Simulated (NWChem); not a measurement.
**A calculation on diantimony (Sb$_{2}$)**

SMILES: [Sb]#[Sb]
```xyz
2

Sb     0.0000     0.0000     1.2580
Sb     0.0000     0.0000    -1.2580
```
Charge 0, spin multiplicity 1.

Program: NWChem. Structure: optimised with PBE/def2-SVP with def2 effective core potentials on Sb, a minimum by its harmonic frequencies.

Symmetry labels belong to the abelian group D2h used in the runs, with the axes of the coordinates shown; states degenerate in a higher group split over its labels.

Effective core potentials replace the inner electrons of Sb; spin-orbit coupling is left out.

Question: List the lowest 3 singlet excitations that CIS/def2-SVPD with def2 effective core potentials on Sb gives, with oscillator strengths.

Answer: 
```
state  symmetry  energy (eV)  wavelength (nm)      f
-----  --------  -----------  ---------------  -----
1            au         1.68              736  0.000
2            au         2.00              620  0.000
3           b1u         2.00              620  0.000
```
